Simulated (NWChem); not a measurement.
# CH6BOP; SMILES COBP

```xyz
10

B     -1.0037     0.0028    -0.0859
H     -2.2005    -0.1817    -0.2203
O     -0.5956     1.2937    -0.1554
C      0.7654     1.6905    -0.0533
H      1.4286     1.0443    -0.6693
H      0.8499     2.7347    -0.4119
H      1.1106     1.6487     1.0019
P      0.1987    -1.5113     0.0248
H     -0.6542    -2.3218     0.8448
H      1.0386    -1.0506     1.0976
```
Atoms are numbered in this order, from 1.

Level: PBE-D3(BJ)/def2-SVP (NWChem), optimised geometry, unscaled harmonic frequencies. 

Question: List the harmonic frequencies with IR intensities, and the thermochemistry.

Answer: 
| frequency (cm⁻¹) | IR intensity (km/mol) |
|---|---|
| 93 | 0.3 |
| 153 | 5.6 |
| 226 | 1.8 |
| 312 | 7.1 |
| 411 | 2.3 |
| 508 | 16.0 |
| 599 | 2.9 |
| 766 | 31.7 |
| 811 | 8.9 |
| 932 | 13.0 |
| 1056 | 37.4 |
| 1101 | 75.9 |
| 1128 | 2.4 |
| 1145 | 3.1 |
| 1328 | 257.0 |
| 1410 | 7.3 |
| 1423 | 11.3 |
| 1441 | 56.1 |
| 2332 | 34.7 |
| 2368 | 35.4 |
| 2542 | 133.3 |
| 2947 | 29.8 |
| 3033 | 19.2 |
| 3072 | 18.3 |

| Property | Value |
|---|---|
| zero-point energy | 44.5 kcal/mol |
| thermal correction to the enthalpy at 298.15 K (with zero-point energy) | 48.9 kcal/mol |
| heat capacity Cv | 20.3 cal/(mol K) |
| entropy at 298.15 K and 1 atm (symmetry number 1) | 76.7 cal/(mol K) |
| dipole moment | 1.84 D |

Rigid rotor and harmonic oscillator; modes under 100 cm⁻¹ make the entropy uncertain.
